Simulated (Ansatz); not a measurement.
CH4F2O3W (`C[O][W](=[O])([OH])([F])[F]`), relaxed with RKS PBE0-D4/def2-TZVP in the Gaussian-basis code of Ansatz from a PBE-D4/def2-SVP geometry. The force threshold is 0.005 eV/Å; the program also tests the step.

The species carries charge 0 and has multiplicity 1. W: def2 effective core potential.

Start:

```xyz
11

C    -0.818   -0.555    1.582
O    -0.651   -0.845    0.194
W     0.134    0.094   -1.214
O     0.140   -1.193   -2.360
O     2.032    0.200   -1.257
F    -0.967    1.273   -2.167
F     0.411    1.595    0.058
H    -0.607    0.514    1.789
H    -0.125   -1.198    2.165
H    -1.862   -0.805    1.859
H     2.312    0.921   -0.649
```

| step | energy (eV) | largest force (eV/Å) | largest move (Å) |
| --- | --- | --- | --- |
| 1 | -14501.1824 | 1.648 | 0.000 |
| 2 | -14501.2690 | 0.273 | 0.052 |
| 3 | -14501.2735 | 0.051 | 0.018 |
| 4 | -14501.2742 | 0.028 | 0.012 |
| 5 | -14501.2745 | 0.018 | 0.013 |
| 6 | -14501.2746 | 0.008 | 0.006 |
| 7 | -14501.2746 | 0.009 | 0.007 |
| 8 | -14501.2747 | 0.013 | 0.020 |
| 9 | -14501.2747 | 0.012 | 0.010 |
| 10 | -14501.2747 | 0.006 | 0.005 |
| 11 | -14501.2747 | 0.002 | 0.003 |

End:

```xyz
11

C    -0.810   -0.552    1.575
O    -0.600   -0.848    0.203
W     0.145    0.081   -1.199
O     0.120   -1.178   -2.336
O     2.015    0.220   -1.258
F    -0.960    1.242   -2.119
F     0.372    1.592    0.048
H    -0.572    0.491    1.787
H    -0.176   -1.213    2.168
H    -1.857   -0.757    1.801
H     2.323    0.922   -0.669
```

It took 82 s on 4 threads of an Arm Neoverse V1 on a shared host, with 0.78 GiB of host memory at the peak.
